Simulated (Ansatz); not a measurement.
Two isomers of C3H6OSe: A = `C[Se]C(C)=O`, B = `C=C[Se]CO`.

Isolated molecules relaxed with PBE0-D4/def2-TZVP in Ansatz; ΔE leaves out vibrations. CCSD(T)/CBS adds triple-zeta CCSD(T) − MP2 to the extrapolated MP2 energy (def2 sets, frozen cores). DFT in def2-TZVPP. B3LYP here is the variant with VWN-RPA as its local correlation; programs differ in this. For Se outer-core shells are correlated without core-valence functions, which leaves a few kJ/mol of doubt a bond. Scalar relativity is left out up to krypton. Each species was taken in one conformer, which may not be the lowest.

A:

Z-matrix (Å, degrees):
```
C
Se 1 1.945
H 1 1.088 2 111.1
H 1 1.090 2 105.6 3 118.1
H 1 1.088 2 111.1 3 -123.8
C 2 1.939 1 102.5 3 62.3
O 6 1.197 2 117.9 1 -179.9
C 6 1.500 2 117.9 1 0.1
H 8 1.092 6 110.5 2 59.9
H 8 1.092 6 110.6 2 -59.1
H 8 1.089 6 108.6 2 -179.7
```

B:

Z-matrix (Å, degrees):
```
C
O 1 1.389
Se 1 1.962 2 115.0
H 1 1.096 2 112.9 3 121.9
H 1 1.089 2 107.7 3 -117.6
H 2 0.962 1 108.8 3 -57.0
C 3 1.894 1 95.8 2 80.6
C 7 1.326 3 124.2 1 -144.7
H 7 1.088 3 114.6 1 39.2
H 8 1.084 7 122.1 3 4.2
H 8 1.085 7 120.6 3 -174.9
```

(1) Which isomer does CCSD(T)/CBS put lower? Give the gap. (Estimate.)

(2) Give E(B) − E(A) in kJ/mol with PBE0-D4, B3LYP-D4, ωB97M-V, B2PLYP, MP2/def2-TZVPP, B3LYP, CCSD/def2-TZVPP. (An estimate is asked.)

Largest T1 diagnostic: 0.013.

Results:

(1) Computed: A, by 96.2 kJ/mol.

(2) Computed: PBE0-D4 107.0, B3LYP-D4 106.9, ωB97M-V 102.7, B2PLYP 106.2, MP2/def2-TZVPP 103.1, B3LYP 105.6, CCSD/def2-TZVPP 97.1. None reverses the order clearly.

From PBE to PBE0 (25 % exact exchange), in def2-TZVPP and without D4, E(B) − E(A) moves by −5.0 kJ/mol.
